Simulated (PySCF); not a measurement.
Fill in the blanks.

Species: C8H14OS.
SMILES: `C[S@@](=O)[C@]12CC[C@@]1(C)CC2`

Conformer (atom-mapped SMILES and torsion angles): `[CH3:1][S@@:2](=[O:3])[C@:4]12[CH2:5][CH2:6][C@@:7]1([CH3:8])[CH2:9][CH2:10]2`: C1–S2–C4–C5 -74°.

```json
{"property": "point group", "level": "PBE0-D3(BJ)/def2-SVP", "value": "?"}
{"property": "rotational constants A, B, C", "level": "PBE0-D3(BJ)/def2-SVP", "value": "1.784, 1.007, 0.912 GHz"}
{"property": "dipole moment", "level": "CAM-B3LYP/def2-SVPD", "value": "?"}
{"property": "HOMO energy", "level": "CAM-B3LYP/def2-SVPD", "value": "-7.93 eV"}
{"property": "LUMO energy", "level": "CAM-B3LYP/def2-SVPD", "value": "1.06 eV"}
{"property": "lowest singlet excitation", "level": "TDDFT CAM-B3LYP/def2-SVPD", "value": "5.97 eV (208 nm, f = 0.006)"}
{"property": "strongest line among the 10 lowest singlet transitions", "level": "TDDFT CAM-B3LYP/def2-SVPD", "value": "S2 at 6.10 eV (203 nm, f = 0.062)"}
{"property": "lowest triplet excitation (Tamm–Dancoff)", "level": "TDA CAM-B3LYP/def2-SVPD", "value": "5.25 eV"}
{"property": "static isotropic polarisability", "level": "CAM-B3LYP/def2-SVPD", "value": "?"}
{"property": "vertical ionisation energy", "level": "ΔSCF CAM-B3LYP/def2-SVPD", "value": "8.54 eV"}
{"property": "electronic spatial extent ⟨r²⟩ about the centre of nuclear charge", "level": "CAM-B3LYP/def2-SVPD", "value": "1564 bohr²"}
{"property": "13C chemical shifts (computed TMS as zero) by class", "level": "GIAO CAM-B3LYP/pcSseg-1", "value": "59.1 (1 C), 41.5 (1 C), 33.2 (1 C), 33.1 (1 C), 32.9 (1 C), 23.6 (1 C), 21.8 (1 C), 15.5 (1 C) ppm"}
{"property": "1H chemical shifts (computed TMS as zero) by class", "level": "GIAO CAM-B3LYP/pcSseg-1", "value": "3.47 (1 H), 1.99 (1 H), 1.95 (1 H), 1.91 (1 H), 1.90 (1 H), 1.88 (1 H), 1.74 (1 H), 1.69 (3 H), 1.59 (1 H), 1.18 (3 H) ppm"}
{"property": "isotropic shieldings of nuclei other than C and H, by class", "level": "GIAO CAM-B3LYP/pcSseg-1", "value": "282 (1 O), 195 (1 S) ppm"}
```

The electronic properties come from PySCF, for the isolated species, density fitting. The structure is a single PBE0-D3(BJ)/def2-SVP conformer in the gas phase; no vibrational or solvent corrections. NMR classes are plain means over equivalent atoms (diastereotopic ones count apart unless rotation or inversion swaps them), as if these changed places fast; in this geometry the members of some classes differ.

**Question.** What is the static isotropic polarisability?

**Answer.** 113.0 au.

**Question.** Give the point group.

**Answer.** C1.

**Question.** The dipole moment?

**Answer.** 4.04 D.

The principal polarisabilities are 102.4, 110.3 and 126.1 au; their mean is the isotropic value. The rotational constants make it an asymmetric top with κ = (2B − A − C)/(A − C) = -0.78, nearer the prolate limit (−1). No computed singlet falls in the visible range (750 to 380 nm, 1.65 to 3.26 eV); S1 lies 2.71 eV above its blue end. The polarisability is 16.74 Å³ as a volume (1 au = 0.148185 Å³), or 1.31 au for each of the 86 electrons. The vertical singlet–triplet gap S1 − T1 is 0.72 eV (TDDFT singlet less Tamm–Dancoff triplet).

For the TDDFT job (CAM-B3LYP/def2-SVPD), hardware: an Arm Neoverse V1 with one thread, on a shared host. Cost: 7.9 min wall.
